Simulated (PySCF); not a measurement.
Open-shell species derived from `C#Cc1nsc(C)n1`. All by UKS B3LYP (pcH-1 on C H N S) in PySCF, non-relativistic with spin–orbit coupling as a perturbation, on GFN2-xTB geometries; isolated species, one conformer each; SCF stability not tested. Couplings are magnitudes for isotopes of over 50 % abundance, averaged over nuclei equivalent by connectivity (but not across a short bond from an atom whose three angles sum to over 350°); populations are Mulliken's. A GFN2-xTB geometry isn't a minimum of the functional, and hyperfine couplings can be far from their values at a DFT geometry, by a factor of two or more for some ions and for spin on atoms past the first row.

| species | change | ⟨S²⟩ | g1 | g2 | g3 | largest spin population on | largest couplings |
| --- | --- | --- | --- | --- | --- | --- | --- |
| C#C[C@H]1[N]SC(C)=N1 | H added to aryl C | 0.755 | 2.0019 | 2.0040 | 2.0097 | nitrogen bonded to C and S (0.66) | 1 × 1H 124 MHz, 1 × 14N 30 MHz, 1 × 14N 2 MHz, 3 × 1H 2 MHz |
| [CH+]=[C]c1nsc(C)n1 (charge +1 and doublet state) | electron removed | 0.761 | 2.0021 | 2.0064 | 2.0097 | carbon bonded to C and H (0.34) | 1 × 1H 28 MHz, 3 × 1H 21 MHz, 1 × 14N 6 MHz, 1 × 14N 4 MHz |

(1) Predict the same entries for `C#C[C]1N=C(C)SN1` [radical] (H added to N).

(2) How many first-order lines does each doublet give under fast tumbling, over what width, and where is its centre at 9.5 GHz?

Answers

(1) ⟨S²⟩: 0.765; g1: 2.0002; g2: 2.0027; g3: 2.0070; largest spin population on: carbon bonded to C and 2 N (0.36); largest couplings: 3 × 1H 24 MHz, 1 × 14N 22 MHz, 1 × 1H 21 MHz, 1 × 14N 9 MHz, and 1 smaller. The largest Mulliken spin populations are on C3 (+0.36), C5 (+0.30), C1 (+0.27) and N8 (+0.17). The positive populations add up to 1.30 and the negative ones to -0.30, together 2S = 1. (Numbering: [CH:1]#[C:2][C:3]1[N:4]=[C:5]([CH3:6])[S:7][NH:8]1 (hydrogens: H9 on C1; H10, H11, H12 on C6; H13 on N8).)

(2) 
```tsv
species	lines	width (mT)	centre (mT)
C#C[C]1N=C(C)SN1	144	5.7	338.82
C#C[C@H]1[N]SC(C)=N1	72	6.9	338.49
[CH+]=[C]c1nsc(C)n1 (charge +1 and doublet state)	72	3.9	338.35
```

Splittings under 0.05 mT aren't counted.

Means can hide wide spreads in the frozen geometry: C#C[C]1N=C(C)SN1, 3 × 1H from 2 to 41 MHz (mean 24); [CH+]=[C]c1nsc(C)n1 (charge +1 and doublet state), 3 × 1H from -2 to 33 MHz (mean 21). The drawing needn't show where the spin sits: the atom drawn as the radical centre holds a spin population of 0.36 in C#C[C]1N=C(C)SN1 and -0.02 in [CH+]=[C]c1nsc(C)n1 (charge +1 and doublet state).
